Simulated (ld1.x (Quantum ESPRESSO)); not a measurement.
ruthenium (Ru): from the effect back to the setting (TM)

Base potential:

```
Element                 : ruthenium
Generator               : ld1.x (Quantum ESPRESSO) 7.5
Type                    : norm-conserving Troullier–Martins (Kleinman–Bylander form)
Functional              : PBE
Relativity              : scalar-relativistic
Frozen core             : [Kr]
Valence charge          : 8
Reference configuration : 4d6 5s2 5p0
Partial waves           : 5s (bound): rc 2.35 bohr; 5p (bound, empty): rc 3.75 bohr; 4d (bound): rc 2.20 bohr
Local potential         : all-electron potential smoothed inside 1.75 bohr (lloc = -1)
Core correction         : Bessel-smoothed model core, default radius (core density twice the valence density)
```

Cutoffs, loose and tight: the cutoffs (Ry, on a coarse ladder) from which the occupation-weighted sum of valence levels, in a spherical-Bessel basis at the reference potential, stays within 10 and 1 mRy of its value at 400 Ry. They do not see the model core or the augmentation charge, which bear on the density cutoff. Test errors are all-electron minus pseudo excitation energies from the reference, over the configurations 4d7 5s1 5p0; 4d7 5s0 5p0; 4d6 5s0 5p0; 4d5 5s0 5p0; 4d7.5 5s0.5 5p0; 4d7 5s0.5 5p0; 4d8 5s0 5p0; variants that change the core or the reference have their own tests.

Only the d radius is moved:

```tsv
d radius (bohr)	cutoff, loose	cutoff, tight	bound ghosts	largest test error (meV)
1.4	55 Ry	70 Ry	s	-248
1.72	50 Ry	60 Ry	s	-247
2.08	45 Ry	50 Ry	s	-237
2.4	40 Ry	45 Ry	s	-215
2.98	30 Ry	35 Ry	s	-121
3.34	25 Ry	35 Ry	s	-101
```

One more run gave cutoff, loose: 35 Ry; cutoff, tight: 40 Ry; bound ghosts: s; largest test error (meV): -163. Which value of the d radius was used?

2.66 bohr. The loose cutoff moves one way along this sweep, from 55 Ry at 1.4 to 25 Ry at 3.34 bohr, which places the run between 2.4 and 2.98 bohr.
